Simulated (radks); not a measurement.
O II, configuration [He] 2s2 2p3.

Method: scalar-relativistic Kohn-Sham, exchange-only B88, spin-polarised, spherical densities, finite nucleus; open shells are filled with parallel spins first; Fermi nuclear charge, rms radius 2.6991 fm; computed with a radial shooting solver on a logarithmic mesh with Libxc functionals.

Energy parts (hartree):
total: -74.42046
kinetic: 74.52588
electron-nucleus: -173.01942
Hartree: 31.95551
exchange: -7.88243

Orbitals (lengths in bohr, moments of r in powers of bohr; <r^-3> diverges for s and p1/2):
orbital  occ.  eigenvalue (hartree)     <r>  <r^-3>  <1/r>
1s up       1             -19.58950  0.1999       -  7.626
1s down     1             -19.50136  0.1989       -  7.652
2s up       1              -1.49947   1.073       -  1.358
2s down     1              -1.24795   1.123       -  1.296
2p up       3              -0.94476   1.085   6.334  1.232

The highest occupied level is 2p up at -25.708 eV. The electron density at the nucleus is 323.8 e/bohr^3 (large components only). The density falls to 0.001 e/bohr^3 at r = 2.85 bohr. For comparison, the ionisation energy in NIST's Atomic Spectra Database is 35.121 eV (measured). In exact Kohn-Sham theory the highest level is minus the ionisation energy, but local and semilocal functionals leave it too shallow, through self-interaction and a potential that decays too fast; potentials with the right tail come closer. The spin density at the nucleus is -0.0229 e/bohr^3 (1s -0.9553, 2s 0.9324).

Empty levels of this run are not shown, since the potential may be unsettled where no density lies.
